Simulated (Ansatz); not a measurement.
BFH₅NOSSi (`BS[Si](N)(O)F`), relaxed with RKS PBE0-D4/def2-TZVP in the Gaussian-basis code of Ansatz from a PBE-D4/def2-SVP geometry. The force threshold is 0.005 eV/Å; the program also tests the step.

Charge 0, multiplicity 1.

Start:

```xyz
11

B    -1.916   -0.298    1.317
S    -1.541    0.457   -0.249
Si    0.536   -0.168   -0.613
N     1.472    0.974   -1.461
O     1.283   -0.494    0.826
F     0.395   -1.475   -1.579
H    -3.025   -0.105    1.767
H    -1.121   -0.990    1.931
H     1.383    1.094   -2.470
H     1.865    1.792   -0.995
H     0.669   -0.787    1.527
```

| step | energy (eV) | largest force (eV/Å) | largest move (Å) |
| --- | --- | --- | --- |
| 1 | -25719.3448 | 1.224 | 0.000 |
| 2 | -25719.4132 | 0.705 | 0.090 |
| 3 | -25719.4365 | 0.290 | 0.054 |
| 4 | -25719.4418 | 0.226 | 0.018 |
| 5 | -25719.4463 | 0.145 | 0.075 |
| 6 | -25719.4481 | 0.066 | 0.029 |
| 7 | -25719.4485 | 0.050 | 0.015 |
| 8 | -25719.4491 | 0.088 | 0.041 |
| 9 | -25719.4497 | 0.090 | 0.050 |
| 10 (rejected) | -25719.4482 | 0.126 | 0.058 |
| 11 | -25719.4503 | 0.035 | 0.029 |
| 12 | -25719.4508 | 0.054 | 0.057 |
| 13 | -25719.4509 | 0.061 | 0.026 |
| 14 | -25719.4510 | 0.050 | 0.006 |
| 15 | -25719.4512 | 0.030 | 0.018 |
| 16 | -25719.4513 | 0.030 | 0.015 |
| 17 (rejected) | -25719.4512 | 0.044 | 0.046 |
| 18 | -25719.4513 | 0.027 | 0.022 |
| 19 | -25719.4514 | 0.018 | 0.006 |
| 20 | -25719.4514 | 0.012 | 0.008 |
| 21 | -25719.4514 | 0.013 | 0.005 |
| 22 | -25719.4514 | 0.019 | 0.009 |
| 23 (rejected) | -25719.4513 | 0.026 | 0.013 |
| 24 | -25719.4514 | 0.009 | 0.002 |
| 25 | -25719.4514 | 0.010 | 0.003 |
| 26 | -25719.4514 | 0.006 | 0.002 |
| 27 | -25719.4514 | 0.005 | 0.003 |
| 28 | -25719.4514 | 0.004 | 0.003 |

End:

```xyz
11

B    -1.962   -0.387    1.229
S    -1.428    0.733   -0.035
Si    0.515   -0.072   -0.514
N     1.436    0.933   -1.496
O     1.361   -0.356    0.841
F     0.222   -1.399   -1.337
H    -3.047   -0.213    1.692
H    -1.266   -1.278    1.623
H     1.322    0.969   -2.493
H     1.977    1.696   -1.128
H     0.867   -0.626    1.618
```

Run time 2.3 min (4 threads of a server CPU on a shared host); peak host memory 0.7 GiB.
